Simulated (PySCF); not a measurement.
TlCl, SMILES [Cl][Tl].

Coordinates come from a B3LYP-D3(BJ)/def2-TZVP optimisation. The def2 effective core potentials stand for the cores of Tl; spin–orbit coupling is left out.

Level of theory: PySCF with B3LYP/def2-TZVPD.

The molecule is in vacuum.

* **total energy**: -632.89357 hartree
* **point group**: C∞v
* **highest occupied level**: -7.36 eV
* **lowest empty level**: -2.13 eV
* **orbital gap**: 5.22 eV
* **dipole moment**: 4.75 D
* **quadrupole, principal values (traceless, Buckingham form, about the centre of nuclear charge)**: -11.08, 5.54, 5.54 D·Å
* **mean static polarisability**: 55.5 bohr³ (8.22 Å³)
* **polarisability, principal values**: 43.7, 43.7, 79.2 bohr³
